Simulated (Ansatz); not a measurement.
Program: Ansatz. Geometries: PBE0-D4/def2-TZVP. ΔE: electronic, gas phase. CCSD(T)/CBS is the MP2 limit (def2-TZVPP, def2-QZVPP) plus CCSD(T) − MP2 in def2-TZVPP, frozen cores. Functionals use def2-TZVPP. def2 core potentials past Kr. For Ga, Sn outer-core shells are correlated without core-valence functions, which leaves a few kJ/mol of doubt a bond. Scalar relativity is left out up to krypton. Each species was taken in one conformer, which may not be the lowest.

Reaction (redistribution): `C#C[O][Ga]([OH])[Cl]` + `C[O][SnH2][NH2]` → `C[O][Ga]([OH])[Cl]` + `C#C[O][SnH2][NH2]`

`C#C[O][Ga]([OH])[Cl]`:

```xyz
8

C    -0.181    2.558   -0.016
C     0.209    1.434   -0.179
O     0.656    0.241   -0.371
Ga   -0.201   -1.256    0.167
O     0.622   -2.762   -0.217
Cl   -2.040   -1.139    1.171
H    -0.520    3.554    0.126
H     1.454   -2.630   -0.680
```

`C[O][SnH2][NH2]`:

Z-matrix (Å, degrees):
```
C
O 1 1.405
H 1 1.098 2 112.5
H 1 1.094 2 108.3 3 119.3
H 1 1.100 2 112.2 3 -122.1
Sn 2 1.963 1 119.3 3 53.6
N 6 2.017 2 105.2 1 -53.2
H 6 1.702 2 102.4 1 -173.8
H 6 1.708 2 109.3 1 61.6
H 7 1.010 6 116.0 2 -92.9
H 7 1.010 6 115.1 2 138.5
```

`C[O][Ga]([OH])[Cl]`:

Z-matrix (Å, degrees):
```
C
O 1 1.410
H 1 1.094 2 109.4
H 1 1.096 2 113.1 3 -120.7
H 1 1.094 2 109.5 3 118.6
Ga 2 1.765 1 124.1 3 121.4
Cl 6 2.122 2 120.8 1 -0.1
O 6 1.766 2 119.7 1 179.9
H 8 0.961 6 112.4 2 -0.0
```

`C#C[O][SnH2][NH2]`:

Cartesian coordinates in Å:
```
C 1.932 -1.562 -0.580
C 1.639 -0.554 0.013
O 1.308 0.515 0.636
Sn -0.493 1.304 0.119
N -1.884 -0.124 0.254
H 2.241 -2.445 -1.081
H -0.704 2.487 1.312
H -0.297 1.770 -1.499
H -2.024 -0.483 1.189
H -1.718 -0.907 -0.364
```

```
             level  ΔE (kJ/mol)  difference from CCSD(T)/CBS
            PBE-D4        -29.2                         -2.2
           PBE0-D4        -27.8                         -0.8
           ωB97M-V        -27.5                         -0.5
            B2PLYP        -28.1                         -1.1
               PBE        -29.2                         -2.2
    MP2/def2-TZVPP        -28.6                         -1.6
   CCSD/def2-TZVPP        -25.6                          1.4
    MP2/def2-QZVPP        -28.7                         -1.7
SCS-MP2/def2-QZVPP        -27.1                         -0.1
     MP2/CBS(def2)        -28.7                         -1.7
       CCSD(T)/CBS        -27.0                            0
```

Largest T1 diagnostic among the species: 0.014.

In def2-TZVPP, CCSD(T) changes the Hartree–Fock value by −3.8 kJ/mol (the triples alone add −1.3 kJ/mol) and MP2 by −5.5 kJ/mol.

CCSD(T)/CBS has its own doubt, a few kJ/mol and more with outer-core shells, so smaller differences from it don't rank the levels.
